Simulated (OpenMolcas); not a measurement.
# Rb: CASPT2 settings compared

- Program: OpenMolcas
- Basis: ANO-RCC-VQZP [8s7p4d2f1g]
- Scalar Hamiltonian: DKH2, point nucleus
- Active space: 1 electron in 8 orbitals (5s 5p 6s 6p)
- State averaging: 2S+1 = 2 even, 1 root; 2S+1 = 2 odd, 3 roots
- Spin-orbit coupling: RASSI with atomic mean-field integrals over the reference wave functions, term energies averaged over their components

Methods on the same reference wave functions:
A. CASSCF
B. SS-CASPT2, IPEA 0.75 Eh, no level shift (closed shells correlated: 4s 4p)
C. SS-CASPT2, IPEA 0.4 Eh, real shift 0.25 Eh (closed shells correlated: 3d 4s 4p)

Energies in cm-1 above 5s 2S 1/2, the measured ground level; measured values from NIST Handbook of Basic Atomic Spectroscopic Data.

```
     Level      A      B      C  Measured
 5s 2S 1/2    0.0    0.0    0.0       0.0
5p 2P* 1/2  10738  12378  12513     12579
5p 2P* 3/2  10873  12513  12648     12817
```

Deviations, from unrounded energies. A percentage is the sum of absolute deviations over the sum of measured energies, with the sign that they share, or ± where signs differ.

| Against measurement | Levels | A | B | C |
| --- | --- | --- | --- | --- |
| mean absolute deviation (cm-1) | 2 | 1900 | 250 | 120 |
| other configurations (%) | 2 | -14.9 | -2.0 | -0.9 |

C lies closest to measurement on these levels and A furthest from it. The largest miss of C in the table is 5p 2P* 3/2, by -170 cm-1. The ranking rests on the paired levels alone, and a cruder setting can come out closer through cancelling errors.

Between B and C the level of the table that moves most is 5p 2P* 3/2, by 140 cm-1 (lowest in B, highest in C).

The lowest spin-free term lies below A's lowest term by 0.207 hartree in B, 0.300 hartree in C.

With one active electron outside closed inactive shells, the extra shells (6p 6s) add no correlation to the reference. ANO sets are built for ground and valence states and can reach diffuse excited orbitals poorly. With one active electron the reference holds no correlation, so core polarisation is missing (holds for A). With one active electron, CASPT2 adds the correlation within the correlated inactive shells and between them and that electron, and leaves the splitting within a term as the reference gives it (holds for B; C). Measured partners are found by configuration, term and J. A level has none where our copy of the source lacks it or the pairing is in doubt (some pairs that miss far off the trend of their configuration count as doubtful), and it then counts in no deviation. Only configurations of the active space appear.

* marks odd parity.
